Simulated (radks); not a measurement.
Species: Mo2+. Configuration: [Ar] 3d10 4s2 4p4 4d4 5p2 (not the ground configuration). Calculated with a radial shooting solver on a logarithmic mesh with Libxc functionals: Dirac Kohn-Sham, PW91, spin-unpolarised, spherical densities, point nucleus; open shells fill j = l - 1/2 first.

Radial electron density D(r) = 4 pi r^2 rho(r):

r (bohr)  D(r) (e/bohr)
0.001846          2.499
0.002462          4.106
0.003258          6.543
0.004345          10.33
0.005795          15.83
0.007729          23.29
0.01031           32.48
0.01375           42.25
0.01819           50.05
0.02426           53.51
0.03236           51.11
0.04317           46.17
0.05757           46.34
0.07679           55.64
0.1024            65.11
0.1355            60.57
0.1807            45.54
0.2411            41.87
0.3215            49.47
0.4288            42.64
0.5719            22.22
0.7567            11.57
1.009             10.60
1.346             7.761
1.795             3.604
2.395             1.683
3.194            0.9501
4.226            0.3553
5.637           0.05826
7.518          0.003000

D(r) has 3 maxima, at r = 0.0249, 0.109, 0.340 bohr, and minima at 0.0499, 0.221 bohr, inside which lie 2.05, 11.15 electrons.
